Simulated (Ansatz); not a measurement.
Geometry optimisation, RKS BLYP-D4/STO-3G in Ansatz.

Input file:

```yaml
crystal:
  periodic: [false, false, false]
  atoms:
    - { symbol: Si, position_ang: [0.0, 0.0, 0.0] }
    - { symbol: "N", position_ang: [0.0, 0.0, 1.82] }
    - { symbol: C, position_ang: [-1.2162, -0.3762, 2.555] }
    - { symbol: H, position_ang: [-1.8642, -0.9999, 1.9045] }
    - { symbol: H, position_ang: [-0.9378, -0.9533, 3.4614] }
    - { symbol: H, position_ang: [-1.7663, 0.5401, 2.8549] }
    - { symbol: C, position_ang: [1.2162, 0.3762, 2.555] }
    - { symbol: H, position_ang: [1.4641, -0.4163, 3.2916] }
    - { symbol: H, position_ang: [2.0585, 0.4943, 1.8418] }
    - { symbol: H, position_ang: [1.0457, 1.3351, 3.0874] }
    - { symbol: Si, position_ang: [2.0935, 0.0, -0.7393] }
    - { symbol: H, position_ang: [2.5508, -1.3762, -0.9079] }
    - { symbol: H, position_ang: [2.1573, 0.6939, -2.0222] }
    - { symbol: H, position_ang: [2.951, 0.6823, 0.2255] }
    - { symbol: Si, position_ang: [-1.0456, 1.8115, -0.7393] }
    - { symbol: H, position_ang: [-2.4302, 1.478, -1.0607] }
    - { symbol: H, position_ang: [-1.0215, 2.8436, 0.2931] }
    - { symbol: H, position_ang: [-0.3743, 2.3069, -1.9374] }
    - { symbol: Si, position_ang: [-1.0456, -1.8115, -0.7393] }
    - { symbol: H, position_ang: [-1.7029, -2.4846, 0.3772] }
    - { symbol: H, position_ang: [-2.0454, -1.4265, -1.7311] }
    - { symbol: H, position_ang: [-0.0777, -2.7173, -1.3511] }
basis:
  gaussian: { orbitals: STO-3G }
hamiltonian:
  xc: blyp
  dispersion: d4
relax:
  f_tol: 0.02
  max_steps: 40
output:
  orbitals: {}
```

Launched with:

```bash
$ ansatz run input.yaml --threads 1 --pin off --max-ram 2048MiB --backend cpu --events-out ev --progress --plain --runs-dir out
```

Question: Where does it end, and by what steps?

Answer: The forces met the threshold. The force dipped under the threshold on the way, but the program's further checks kept it going. Limits of this set-up: minimal basis. After 33 steps the energy has fallen by 0.680 eV; H20 moved furthest, 1.37 Å.

| step | energy less start (eV) | largest force component (eV/Å) | accepted |
| --- | --- | --- | --- |
| 0 | 0.0000 | 2.927 | yes |
| 2 | -0.4624 | 0.264 | yes |
| 4 | -0.5750 | 0.550 | yes |
| 6 | -0.6375 | 0.172 | yes |
| 8 | -0.6474 | 0.338 | no |
| 10 | -0.6580 | 0.143 | yes |
| 12 | -0.6625 | 0.110 | yes |
| 14 | -0.6664 | 0.235 | no |
| 16 | -0.6704 | 0.116 | yes |
| 18 | -0.6740 | 0.057 | yes |
| 20 | -0.6587 | 0.506 | no |
| 22 | -0.6760 | 0.050 | yes |
| 24 | -0.6772 | 0.050 | yes |
| 26 | -0.6784 | 0.032 | yes |
| 28 | -0.6309 | 0.507 | no |
| 30 | -0.6791 | 0.027 | yes |
| 32 | -0.6794 | 0.028 | yes |
| 33 | -0.6796 | 0.007 | yes |

```xyz
22
Properties=species:S:1:pos:R:3
Si 0.065 -0.109 0.013
N 0.246 -0.533 1.784
C -1.103 -0.620 2.492
H -1.735 -1.379 1.982
H -0.942 -0.947 3.544
H -1.674 0.345 2.521
C 1.098 0.485 2.536
H 1.226 0.146 3.588
H 2.102 0.542 2.063
H 0.667 1.521 2.564
Si 2.168 -0.011 -0.848
H 2.980 -1.141 -0.422
H 2.112 -0.031 -2.302
H 2.860 1.209 -0.460
Si -1.014 1.881 -0.320
H -2.416 1.820 0.065
H -0.403 2.968 0.432
H -0.968 2.252 -1.728
Si -1.111 -1.808 -0.939
H -2.502 -1.819 -0.510
H -1.110 -1.662 -2.387
H -0.536 -3.107 -0.627
```

Run time: 4.6 min on 1 thread of Arm Neoverse V1 (shared host), peak memory 0.15 GiB.
